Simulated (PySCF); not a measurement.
**Nuclear quadrupole coupling in `O=C1CCC[C@@H](OC(F)F)O1`**

C6H8F2O3.
Z-matrix (Å and degrees, GFN2-xTB geometry), rows numbered from 1:
```
O 
C   1  1.1956
C   2  1.5099  1  123.33
C   3  1.5240  2  114.50  1   160.35
C   4  1.5236  3  108.74  2    46.40
C   5  1.5214  4  107.91  3   -60.44
O   6  1.4200  5  106.99  4   -66.74
C   7  1.3570  6  115.23  5  -173.73
F   8  1.3593  7  110.77  6    76.06
F   8  1.3356  7  108.05  6  -167.79
O   2  1.3624  1  117.82  3  -175.62
H   3  1.0907  2  107.62  1    35.40
H   3  1.0955  2  105.40  1   -78.68
H   4  1.0906  3  110.27  2   -72.82
H   4  1.0901  3  110.05  2   167.70
H   5  1.0883  4  111.36  3  -179.15
H   5  1.0910  4  111.01  3    58.86
H   6  1.1006  5  111.96  4   173.49
H   8  1.1046  7  114.56  6   -45.72
```

Field gradients from the PBE0/pcSseg-1 density (PySCF, non-relativistic), principal values in atomic units, ordered |Vxx| ≤ |Vyy| ≤ |Vzz|:

```csv
atom,Vxx,Vyy,Vzz
O1,0.5941,1.0987,-1.6929
O7,-0.1001,-1.7548,1.8549
O11,-0.5410,-1.2073,1.7482
```

**Question.** Find the asymmetry η = (Vxx − Vyy)/Vzz and the couplings χ = eQV/h (234.96 MHz × Q in barn × V in au), with Q(17O) = −0.0256 b.

**Answer.** 
```json
{"atom": "O1", "environment": "ester carbonyl oxygen", "nucleus": "17O", "η": "0.30", "χzz (MHz)": "10.18", "χxx (MHz)": "-3.57", "χyy (MHz)": "-6.61"}
{"atom": "O7", "environment": "ether oxygen", "nucleus": "17O", "η": "0.89", "χzz (MHz)": "-11.16", "χxx (MHz)": "0.60", "χyy (MHz)": "10.56"}
{"atom": "O11", "environment": "ester single-bonded oxygen", "nucleus": "17O", "η": "0.38", "χzz (MHz)": "-10.52", "χxx (MHz)": "3.25", "χyy (MHz)": "7.26"}
```

**Question.** What is Vzz at O11 in SI units (1 au = 9.71736 × 10²¹ V/m²)?

**Answer.** 1.7482 au = 16.988 × 10²¹ V/m².

**Question.** And the gradient at the other heavy atoms, for which no coupling is worked out here?

**Answer.** 
```csv
atom,environment,Vzz (au),η
C2,ester carbonyl carbon,-0.441,0.75
C3,sp3 carbon next to a carbonyl,0.097,0.74
C4,ring CH2 carbon,-0.093,0.77
C5,ring CH2 carbon,0.085,0.73
C6,sp3 carbon bearing two oxygens,-0.464,0.79
C8,CHF2 carbon,-0.443,0.44
F9,fluorine of a CF2 group,2.817,0.10
F10,fluorine of a CF2 group,2.952,0.06
```

**Question.** What couplings would deuterons (Q(2H) = 0.00286 b) have in place of the hydrogens, at this geometry?

**Answer.** 
```csv
atom,bonded to,bond length (Å),Vzz (au),η,χzz (kHz)
H12,C3,1.091,0.3022,0.03,203
H13,C3,1.095,0.2956,0.03,199
H14,C4,1.091,0.2985,0.02,201
H15,C4,1.090,0.3063,0.02,206
H16,C5,1.088,0.3067,0.03,206
H17,C5,1.091,0.3022,0.02,203
H18,C6,1.101,0.2675,0.02,180
H19,C8,1.105,0.2524,0.02,170
```

The structure is a single GFN2-xTB conformer in the gas phase; no vibrational or solvent corrections. GFN2-xTB bond lengths can be off by several hundredths of an ångström, more for odd bonds, and the gradients follow them. A larger basis could move these couplings by a tenth or more.

These values come from a run that also computed NMR shieldings. Time: 45 s; peak memory 1.0 GiB. Hardware: one thread of an Arm Neoverse V1, shared host with 64 logical CPUs at a one-minute load of 16.
